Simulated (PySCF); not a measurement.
# Computed vibrations of [Y(H2O)4]3+

[Y(H2O)4]3+ (singlet). PySCF 2.14.0, RKS PBE0, Y def2-SVP with ECP28, O def2-SVP, H def2-SVP; non-relativistic Hamiltonian with scalar-relativistic core potentials where named; density fitting; no spin-orbit coupling. Central differences of gradients.

```xyz
13

Y     0.0000    0.0000    0.0000
O     1.2861    1.3031    1.3031
H     1.6559    1.1010    2.1924
H     1.6559    2.1924    1.1010
O    -1.2861   -1.3031    1.3031
H    -1.6559   -1.1010    2.1924
H    -1.6559   -2.1924    1.1010
O     1.2861   -1.3031   -1.3031
H     1.6559   -2.1924   -1.1010
H     1.6559   -1.1010   -2.1924
O    -1.2861    1.3031   -1.3031
H    -1.6559    2.1924   -1.1010
H    -1.6559    1.1010   -2.1924
```

Run from Python with OMP_NUM_THREADS=2. Where DIIS fails, smearing, a level shift and second-order steps follow.
It took 100 s on 2 threads of Intel(R) Xeon(R) Platinum 8259CL CPU @ 2.50GHz (Skylake/Cascade Lake) (shared host).

**Question.** What are the harmonic wavenumbers and infrared intensities?

**Answer.** Modes are labelled in D2d; negative numbers are unstable modes, those under 60 cm⁻¹ near the noise; a finer grid moves soft modes by up to 10 cm⁻¹.
```json
{"cm⁻¹": "-146", "km/mol": "–", "symmetry": "a2"}
{"cm⁻¹": "-36", "km/mol": "–", "symmetry": "e"}
{"cm⁻¹": "-36", "km/mol": "–", "symmetry": "e"}
{"cm⁻¹": "34", "km/mol": "0.0", "symmetry": "b1"}
{"cm⁻¹": "72", "km/mol": "3.2", "symmetry": "b2"}
{"cm⁻¹": "86", "km/mol": "0.0", "symmetry": "a1"}
{"cm⁻¹": "87", "km/mol": "0.0", "symmetry": "b1"}
{"cm⁻¹": "97", "km/mol": "3.1", "symmetry": "e"}
{"cm⁻¹": "97", "km/mol": "3.1", "symmetry": "e"}
{"cm⁻¹": "402", "km/mol": "0.0", "symmetry": "a1"}
{"cm⁻¹": "420", "km/mol": "17.2", "symmetry": "e"}
{"cm⁻¹": "420", "km/mol": "17.2", "symmetry": "e"}
{"cm⁻¹": "426", "km/mol": "11.8", "symmetry": "b2"}
{"cm⁻¹": "587", "km/mol": "0.0", "symmetry": "a2"}
{"cm⁻¹": "608", "km/mol": "1.9", "symmetry": "e"}
{"cm⁻¹": "608", "km/mol": "1.9", "symmetry": "e"}
{"cm⁻¹": "622", "km/mol": "0.0", "symmetry": "b1"}
{"cm⁻¹": "644", "km/mol": "454.4", "symmetry": "e"}
{"cm⁻¹": "644", "km/mol": "454.4", "symmetry": "e"}
{"cm⁻¹": "645", "km/mol": "0.0", "symmetry": "a1"}
{"cm⁻¹": "658", "km/mol": "951.1", "symmetry": "b2"}
{"cm⁻¹": "1667", "km/mol": "201.3", "symmetry": "b2"}
{"cm⁻¹": "1668", "km/mol": "173.5", "symmetry": "e"}
{"cm⁻¹": "1668", "km/mol": "173.5", "symmetry": "e"}
{"cm⁻¹": "1674", "km/mol": "0.0", "symmetry": "a1"}
{"cm⁻¹": "3618", "km/mol": "690.3", "symmetry": "b2"}
{"cm⁻¹": "3619", "km/mol": "600.0", "symmetry": "e"}
{"cm⁻¹": "3619", "km/mol": "600.0", "symmetry": "e"}
{"cm⁻¹": "3640", "km/mol": "0.0", "symmetry": "a1"}
{"cm⁻¹": "3656", "km/mol": "0.0", "symmetry": "a2"}
{"cm⁻¹": "3660", "km/mol": "0.0", "symmetry": "b1"}
{"cm⁻¹": "3660", "km/mol": "823.8", "symmetry": "e"}
{"cm⁻¹": "3660", "km/mol": "823.8", "symmetry": "e"}
```

**Question.** Is this a minimum?

**Answer.** No: 3 unstable; the lowest moves the atoms so:
```
Y    0.00  0.00  0.00
O    0.00  0.01 -0.01
H    0.29 -0.13 -0.16
H   -0.29  0.16  0.13
O    0.00  0.01  0.01
H    0.29 -0.13  0.16
H   -0.29  0.16 -0.13
O    0.00 -0.01  0.01
H   -0.29 -0.16 -0.13
H    0.29  0.13  0.16
O    0.00 -0.01 -0.01
H   -0.29 -0.16  0.13
H    0.29  0.13 -0.16
```
